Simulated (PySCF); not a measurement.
## Excitation energy of Sr by level of theory

Sr [Kr] 5s2 (1S) → Sr [Kr] 4d1 5s1 (3D), as a difference of total energies. Computed with PySCF 2.14 in aug-cc-pVQZ-X2C, with the spin-free X2C one-electron Hamiltonian (Gaussian nucleus). Correlated levels: valence: [Kr] frozen. The calculations carry no spin-orbit coupling.

| method | excitation energy (eV) |
| --- | --- |
| UHF | 1.858 |
| LDA | 1.831 |
| PBE | 1.668 |
| PBE0 | 1.747 |
| r2SCAN | 1.413 |
| M06-2X | 2.320 |
| MP2 (valence) | 2.265 |
| SCS-MP2 (valence) | 2.441 |

Errors of the correlated levels include the incompleteness of this basis and the frozen core.

Question: Which method comes closest to the reference value, and which is furthest?

Answer: The reference is 2.263 eV (measured; NIST levels, between the centres of gravity of the two terms). Closest: MP2 (valence) (error 0.002 eV); furthest: r2SCAN (error -0.850 eV).
